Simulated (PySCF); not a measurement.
An unknown shows these calculated signals:

1H NMR (400 MHz, computed): δ 7.67 (m, 1H), 6.97 (m, 1H), 3.54 (s, 1H).

13C{1H} NMR (computed): δ 162.1 (C), 154.4 (C), 153.9 (CH), 126.5 (C), 125.9 (CH), 103.5 (CH), 78.4 (C).

One computed conformer, non-relativistic, no solvent model. Structure optimised with GFN2-xTB; σ from GIAO-PBE0/pcSseg-1; PySCF.

Chemical shifts δ = σref − σ; TMS for 1H (σ = 31.72 ppm), 13C (σ = 186.93 ppm), all at this level.

Which of these does the molecule contain: a nitrile, an amide, an aldehyde, a C≡C triple bond, a heteroaromatic ring?

Results:


- A nitrile: no.
- An amide: no.
- An aldehyde: no.
- A C≡C triple bond: yes (δC 103.5, 78.4; δH 3.54 (s)).
- A heteroaromatic ring: yes.

The data belong to `C#Cc1ccoc1C(=O)Cl`, C7H3ClO2; they needn't prove each group on their own.

Carbon signals by region: 1 in the far downfield region (above 160 ppm), 5 in the sp2 and nitrile region (100–160 ppm), 1 at 50–100 ppm. Above 160 ppm: 162.1, carbonyl carbon.

Carbons that carry Cl, above all several Cl atoms, come out too deshielded, partly because spin–orbit coupling is missing. Shifts are as computed. Against solution values, carbons near 30 ppm lie about +3 ppm off and those near 130 ppm about +5 ppm; carbons on Cl a further +6 ppm. Of 1211 compounds with measured shifts, 218 miss one by over three times the rms of a fit or turn the order of signals round; such compounds aren't used in these exercises. Multiplicities follow the n + 1 count of equivalent neighbours, as no J values were calculated; m marks all less simple cases, F and P coupling included.
